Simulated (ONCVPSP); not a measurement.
Which change was made? (Li, ONCV)

```json
{"Element": "Li (Z = 3)", "Generator": "ONCVPSP 4.0.1", "Type": "optimised norm-conserving Vanderbilt (ONCV)", "Functional": "PBEsol", "Relativity": "scalar-relativistic", "Frozen core": "[He]", "Valence charge": "1", "Reference configuration": "2p1", "Partial waves": "s scattering state at 0.32 Ha: rc 3.05 bohr, ncon 4, nbas 9, qcut 2 1/bohr, 2 projectors, debl 1.7 Ha; 2p: rc 4.00 bohr, ncon 3, nbas 7, qcut 2.1 1/bohr, 2 projectors, debl 3 Ha; d scattering state at 0.18 Ha: rc 3.10 bohr, ncon 5, nbas 9, qcut 3.5 1/bohr, 3 projectors, debl 1.8 Ha", "Local potential": "polynomial inside 2.15 bohr (lpopt 5, dvloc0 2 Ha)", "Core correction": "Teter function, fcfact 3.25, rcfact 1.55"}
```

In the s channel the program set the typed energies aside and used 0.050, 1.750 Ha.

Cutoffs, loose and tight: the cutoffs (Ha) at which the residual kinetic energy of the hardest occupied pseudo-wave falls to 1 and 0.1 mHa per electron. They do not see the model core or the augmentation charge, which bear on the density cutoff. Test errors are all-electron minus pseudo excitation energies from the reference, over the configurations 2s1 2p0; 2s0.5 2p0; variants that change the core or the reference have their own tests.

The base gives: outcome: generated, projector energies reset by the program; cutoff, loose: 1.4 Ha; cutoff, tight: 2.1 Ha; bound ghosts: none; GHOST(+) flags above zero: s, p; largest test error (meV): +15.

Q: After one change the result is: outcome: generated, projector energies reset by the program; cutoff, loose: 1.1 Ha; cutoff, tight: 1.5 Ha; bound ghosts: none; GHOST(+) flags above zero: s, p; largest test error (meV): +19. Which change was it?
A. p: qcut 3.1
B. all radii but the core radius scaled by about 0.94 (s 2.86, p 3.74, d 2.90 bohr); local potential polynomial inside 2.02 bohr (lpopt 5, dvloc0 2 Ha)
C. p: rc 5.28

A: C. The others give: all radii but the core radius scaled by about 0.94 (s 2.86, p 3.74, d 2.90 bohr); local potential polynomial inside 2.02 bohr (lpopt 5, dvloc0 2 Ha) → outcome: generated, projector energies reset by the program; cutoff, loose: 1.5 Ha; cutoff, tight: 2.6 Ha; bound ghosts: none; GHOST(+) flags above zero: s, p; largest test error (meV): -13 | p: qcut 3.1 → outcome: generated, projector energies reset by the program; cutoff, loose: 1.9 Ha; cutoff, tight: 2.8 Ha; bound ghosts: none; GHOST(+) flags above zero: s; largest test error (meV): +14.
